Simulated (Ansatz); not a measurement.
Energy needed to pull apart GeH$_{2}$ClO (SMILES [O][GeH2][Cl]), doublet, into free ground-state atoms, from the structure below (displaced at random from its PBE0-D4/def2-TZVP minimum); no zero-point or spin–orbit terms; open-shell atoms are treated unrestricted, in their ground-state multiplicity.

```
atom    x (Å)    y (Å)    z (Å)
  O1  -0.2483  -0.5772   1.6418
 Ge2   0.2156  -0.0301  -0.1063
 Cl3  -1.3631   1.3449  -0.7548
  H4   0.0949  -1.3654  -0.9391
  H5   1.4917   0.6039   0.0350
```

Program: Ansatz 0.2.0. Basis: def2-TZVPP. Cores are frozen in the correlated methods; orbitals are unrestricted. Filled d shells of the heavier atoms are correlated. The def2 sets are not built for correlating such inner shells, so the correlated values are less sure here.

| method | atomization energy (eV) |
| --- | --- |
| PBE-D4 | 13.35 |
| r2SCAN-D4 | ? |
| PBE0-D4 | ? |
| wB97M-V | 13.08 |
| HF | 8.97 |
| MP2 | 12.91 |
| CCSD | 12.55 |
| CCSD(T) | 12.81 |

Question: What does r2SCAN-D4 give? (An estimate is asked for; the value comes from the calculation.)

Answer: Computed: 13.35 eV, which is about 0.54 eV more than CCSD(T)/def2-TZVPP.

Question: What does PBE0-D4 give? (Judge from chemistry; the value comes from the calculation.)

Answer: Computed: 12.98 eV, which is about 0.18 eV more than CCSD(T)/def2-TZVPP.

In triple zeta the MP2 and coupled-cluster atomization energies are still short of their basis limit by a few kcal/mol a bond, whereas those of the functionals are nearly converged, so these differences are not deviations from converged CCSD(T).

No T1 diagnostic of these runs exceeds 0.014. ⟨S²⟩ of the unrestricted Hartree–Fock references: 0.76 (a pure state has 0.75).

For scale, one of the runs: CCSD(T)/def2-TZVPP forces, 149 basis functions (an equivalent command: `ansatz run in.yaml --threads 4`). Hardware: 4 CPU threads, shared host. Wall time 10 min; peak host memory 5.8 GiB.
